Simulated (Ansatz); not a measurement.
A series at Si: from `O[SiH](O)O[Si](O)(F)F`, ligands are replaced one by one, each step taking up H₂ and setting free H₂O; n counts the steps. Ansatz, PBE0-D4/def2-TZVP geometries. Each molecule was computed in one conformer, which needn't be the lowest.

CBS adds triple-zeta CCSD(T) − MP2 to the MP2 limit, frozen cores; atoms without spin–orbit coupling. 

```tsv
n	molecule	atomization energy, CCSD(T)/CBS (kJ/mol)
0	`O[SiH](O)O[Si](O)(F)F`	5323.4
1	`O[SiH](O)O[SiH](F)F`	4707.2
2	`O[SiH2]O[SiH](F)F`	4086.7
3	`F[SiH](F)O[SiH3]`	?
```

Task: By hand: fit a straight line y = ȳ + b (n − n̄) to the 3 given rows and predict n = 3.

Result: n̄ = 1.000, ȳ = 4705.77; Σ(n − n̄)(y − ȳ) = -1236.70, Σ(n − n̄)² = 2.000, so b = -618.35 kJ/mol a step. Prediction: 4705.77 + (-618.35) × (2.000) = 3469.1 kJ/mol.

Task: By hand: compare with the computed value, 3478.0 kJ/mol, and give the steps along the whole series.

Result: The line misses by 8.9 kJ/mol (computed minus predicted). Steps: -616.2, -620.5, -608.7 kJ/mol.

The steps differ by at most 11.8 kJ/mol, 1.9 % of a mean step, so the ligands' effects nearly add and a line is close. The miss is 0.5 % of the series' range. The energies themselves are unsure by some kJ/mol a bond, though much of that is common to the series.
